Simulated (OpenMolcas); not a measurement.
# Ions of charge +3 along the 4d row on the Ga site of K2NaGaF6

| Item | Value |
| --- | --- |
| Program | OpenMolcas |
| Method | SS-CASPT2, IPEA 0.25 Eh, imaginary shift 0.1 Eh |
| Spin-orbit coupling | RASSI with atomic mean-field integrals over the reference wave functions |

The d shell is active; CASPT2 correlates the ligand valence shells and the outer metal core. Each dopant is a cluster with its nearest anions in model potentials and point charges, with no relaxation. Distances were set from a Shannon-type radius of the metal (high-spin where two are listed) plus a fixed donor radius (F 1.31 Å), in hosts weighted 0.65 to 0.35 with the host's distance in the model lattice. Ligand basis ANO-RCC-VDZP, DKH2 Hamiltonian. States (labels of O, the rotations of Oh). Energies in cm-1 above the lowest state or level, χT in cm3 K/mol; under a threefold ground state the first gap can be a small split of the lowest multiplet, not the spin-orbit step; 10Dq and B are least-squares fits to the states below 45000 cm-1, weighted by degeneracy, with a free offset, and given where the rms deviation is under 5 % of |10Dq| (or 100 cm-1) and under 700 cm-1. Spin-only χT is S(S+1) / 2 for the spin of the ground state.

| Ion | Shell | R (Å) | Metal basis | Ground state | First state of that spin | 10Dq | B (rms of fit) | First gap with spin-orbit (degeneracies) | χT at 300 K | First state of another spin | Spin-only χT |
| --- | --- | --- | --- | --- | --- | --- | --- | --- | --- | --- | --- |
| Nb3+ | 4d2 | 1.998 | ANO-RCC-VTZP | 3T1 | 3T2 31060 | 32365 | 526 (80) | 18 (2, 3) | 0.475 | 1T2 7210 | 1.000 |
| Mo3+ | 4d3 | 1.978 | ANO-RCC-VTZP | 4A2 | 4T2 30920 |  |  | 10780 (4, 4) | 1.790 | 2T1 10880 | 1.875 |
| Pd3+ | 4d7 | 2.024 | ANO-RCC-VTZP | 2E | 19330 |  |  | 10040 (4, 2) | 0.481 | 4T1 11410 | 0.375 |
| Ag3+ | 4d8 | 2.017 | ANO-RCC-VTZP | 3A2 | 3T2 24370 |  |  | 4630 (3, 2) | 1.194 | 1E 4680 | 1.000 |

Below the highest spin of the shell: Pd3+. χT departs most from the spin-only value for Nb3+, by -0.525 cm3 K/mol.

Roots that are degenerate in the reference are averaged as groups; the widest CASPT2 spread within a group is 560 cm-1 (the 3-fold group of multiplicity 1 near 28800 cm-1 above the lowest state of its run, Ag3+). Shifts and gaps below about the spread of the groups concerned are not significant. Over all roots computed the reference weight is 0.73 in Nb3+, 0.72 to 0.73 in Mo3+, 0.69 to 0.72 in Pd3+, 0.66 to 0.72 in Ag3+; the roots of lowest weight are the least certain, and an intruder state may touch them. Ligand-to-metal charge-transfer states are missing. With no ligand orbital active B as a rule stays too high, so bands that hang on it stand too high and its fall with covalency is understated. With one d shell and no ligand orbital active, 10Dq can be off by a tenth or more. An orbital triplet at a regular site is open to Jahn-Teller coupling, which can distort the site and quench the lowest spin-orbit gaps and is left out (holds for Nb3+). The least metal-like active orbital is 82 % on the metal (Löwdin) and no ligand orbital is active, so the numbers are rough (holds for Nb3+; Mo3+). An orbital doublet at a regular site is open to a Jahn-Teller distortion, which this geometry leaves out (holds for Pd3+). This shell can be high or low spin here, a state of another spin lies low, and with metal d orbitals alone active their balance is uncertain, so the ground spin may be wrong, although the usual error favours high spin (holds for Pd3+). The least metal-like active orbital is 77 % on the metal (Löwdin) and no ligand orbital is active, so the numbers are rough (holds for Pd3+). These CASPT2 states fit no ligand-field parameters well, so their order and spin gaps are uncertain (holds for Pd3+). Real 4d8 and 5d8 ions are as a rule square planar and diamagnetic (holds for Ag3+). The least metal-like active orbital is 75 % on the metal (Löwdin) and no ligand orbital is active, so the numbers are rough (holds for Ag3+). No measured value stands beside these numbers; the geometry was set by hand and not optimised.
